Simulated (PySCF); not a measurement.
## EPR parameters of C5H9OSi

Species: C₅H₉OSi (doublet state).
Atom-mapped SMILES: `[SiH3:1][O:2][C:3]1=[CH:4][CH2:5][CH2:6][CH:7]1` (hydrogens: H8, H9, H10 on Si1; H11 on C4; H12, H13 on C5; H14, H15 on C6; H16 on C7)

Geometry (GFN2-xTB, Å), atoms numbered from 1 in this order:
```xyz
16
C5H9OSi angstrom
Si     2.9201   -0.1664   -0.3594
O      1.4858    0.3454   -0.9235
C      0.2264    0.2055   -0.4673
C     -0.1573   -0.4614    0.6793
C     -1.6365   -0.3959    0.8457
C     -2.1189    0.4145   -0.3730
C     -0.8707    0.7364   -1.1211
H      3.7809    0.3795   -1.3958
H      3.1935    0.3849    0.9701
H      2.9662   -1.6285   -0.2776
H      0.5022   -0.9601    1.3632
H     -1.9105    0.0876    1.7885
H     -2.0787   -1.3968    0.8683
H     -2.6466    1.3242   -0.0710
H     -2.8147   -0.1605   -0.9914
H     -0.8488    1.3005   -2.0331
```

The hyperfine couplings belong to this conformer and change with its torsions.

Method: PySCF 2.14.0, UKS B3LYP, pcH-1 on C H O Si, non-relativistic, mean-field spin-orbit, GIAO. Isolated species at its GFN2-xTB geometry (one conformer only). A GFN2-xTB geometry isn't a minimum of the functional, and hyperfine couplings can be far from their values at a DFT geometry. The SCF solution wasn't tested for stability. ⟨S²⟩ is 0.774 where a pure state has 0.75.

```json
{"g1, g2, g3": "2.00218, 2.00274, 2.00296", "g_iso": "2.00263", "Form of g": "rhombic: the two nearest values differ by 28 % of g3 − g1", "⟨S²⟩": "0.7739 (exact 0.7500)", "α and β electrons": "31, 30", "Basis functions": "275"}
```

Isotropic coupling and dipolar principal values T1 to T3, in mT; ρ(0) is the spin density at the nucleus (MHz turned into mT with g_iso):

```tsv
atom	isotope	a_iso	of which spin–orbit	T1	T2	T3	Mulliken spin population	ρ(0) (bohr⁻³)
Si1	29Si	0.03	0.00	-0.02	0.00	0.01	0.00	-0.0008
O2	17O	0.10	0.00	-0.15	-0.10	0.25	-0.01	-0.0046
C3	13C	-1.77	0.00	-0.96	0.45	0.51	-0.22	-0.0441
C4	13C	1.85	0.00	-1.78	-1.72	3.49	0.62	0.0462
C5	13C	-0.67	0.00	-0.03	0.00	0.03	-0.05	-0.0167
C6	13C	-0.72	0.00	-0.03	0.00	0.03	-0.05	-0.0181
C7	13C	1.96	0.00	-1.89	-1.83	3.72	0.66	0.0490
H8	1H	0.02	0.00	-0.02	-0.01	0.03	0.00	0.0001
H9	1H	-0.01	0.00	-0.04	-0.04	0.07	0.00	0.0000
H10	1H	-0.01	0.00	-0.04	-0.04	0.07	0.00	0.0000
H11	1H	-1.43	0.00	-0.87	0.00	0.87	-0.03	-0.0089
H12	1H	2.54	0.00	-0.13	-0.07	0.20	0.03	0.0159
H13	1H	2.54	0.00	-0.13	-0.07	0.20	0.03	0.0159
H14	1H	2.72	0.00	-0.14	-0.07	0.21	0.03	0.0171
H15	1H	2.73	0.00	-0.14	-0.07	0.21	0.03	0.0171
H16	1H	-1.53	0.00	-0.92	0.00	0.92	-0.03	-0.0096
```

The largest Mulliken spin populations are on C7 (+0.66), C4 (+0.62) and C3 (-0.22). The angles at C7 add up to 360.0°, so it is planar; its axial dipolar tensor and the negative coupling of its proton fit spin in a p orbital normal to that plane.

Axes: g2 points within 2° of the O2–C3 bond.

Under fast tumbling the dipolar parts average out, and these isotropic splittings remain: 2 × 1H (H14/H15, I = 1/2, 3 lines) with 2.72 mT, 2 × 1H (H12/H13, I = 1/2, 3 lines) with 2.54 mT, 1 × 1H (H16, I = 1/2, 2 lines) with 1.53 mT and 1 × 1H (H11, I = 1/2, 2 lines) with 1.43 mT.

Means are taken over nuclei equivalent by connectivity, which assumes that they swap fast. C4 and C7, with what hangs on them, aren't averaged: C3 is flat or nearly so (angle sum 360°), and its turn about the short C3–O2 bond (1.35 Å) is taken as slow.

The 13C coupling of C7 (55.1 MHz) shows only in satellite lines or after enrichment, since that isotope makes up about 1.07 % of natural carbon.

The run took 3.0 min (grids of density and orbitals included) on one thread, Intel Xeon at 2.50 GHz (x86_64), no GPU, on a shared host, and the process peaked at 1.0 GiB of memory.
